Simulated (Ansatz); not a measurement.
Si16Bi, relaxed as a doublet with UKS r2SCAN-D4/def2-SVP in Ansatz, starting from the GFN1-xTB geometry. Force threshold 0.03 eV/Å.

In the def2 sets Bi takes a core potential; there is no spin–orbit coupling. The structure comes from a short search, and lower isomers may exist.

Start:

| atom | x (Å) | y (Å) | z (Å) |
| --- | --- | --- | --- |
| Bi1 | 0.8548 | -3.6307 | -1.5592 |
| Si2 | -0.7052 | -2.7016 | 0.5041 |
| Si3 | -1.4000 | 0.6228 | -2.5069 |
| Si4 | 2.2127 | -1.4823 | -0.7131 |
| Si5 | 0.5872 | 2.1623 | -1.8616 |
| Si6 | -1.6489 | 2.4655 | -0.9340 |
| Si7 | -0.1269 | 2.0499 | 1.8082 |
| Si8 | 2.1829 | 0.3549 | -2.2523 |
| Si9 | 0.6275 | -1.9093 | 2.4569 |
| Si10 | 1.7847 | 1.6085 | 0.3086 |
| Si11 | 0.1123 | -0.2703 | 0.6546 |
| Si12 | 0.3144 | -1.1080 | -2.5573 |
| Si13 | 2.4990 | -0.5682 | 1.5114 |
| Si14 | -1.9544 | -0.9401 | -0.6407 |
| Si15 | -2.3209 | 0.4665 | 1.3495 |
| Si16 | -2.3232 | 2.8732 | 1.2946 |
| Si17 | -0.6959 | 0.0068 | 3.1372 |

(1) Estimate the energy that the relaxation releases and the steps that it takes.

(2) Does the start keep its bonding and symmetry?

(3) Predict the relaxed structure.

Results:

(1) 32.5 kcal/mol, in 20 steps; 94 s on 2 threads of AMD EPYC 7R13 on a shared host and a share (18 GiB) of an NVIDIA H100 80GB HBM3. No frequencies were taken in this run, so the end may be a saddle point.

(2) Bonds lost: Si2–Si11, Si3–Si5 (atoms count from 1).

(3) 
Cartesian coordinates in Å:
```
Bi 0.8185 -3.3729 -1.6624
Si -0.7950 -2.7725 0.5062
Si -2.1295 0.0845 -2.6006
Si 2.1333 -1.1115 -0.9106
Si 1.1232 2.0040 -1.0666
Si -1.1941 1.6964 -1.0282
Si -0.2101 2.0368 1.9085
Si 1.8953 0.4209 -2.6184
Si 0.6297 -1.8902 2.4017
Si 2.0495 1.9019 1.1623
Si 0.2498 -0.1699 0.6857
Si -0.0014 -0.9388 -2.5593
Si 2.5502 -0.5960 1.3566
Si -1.8252 -0.9063 -0.5196
Si -2.2941 0.6492 1.1958
Si -2.1663 2.9517 0.7858
Si -0.8337 0.0126 2.9629
```
Bond lengths: 28 × Si–Si 2.31 to 2.64 Å; 3 × Bi–Si 2.72 to 2.77 Å.
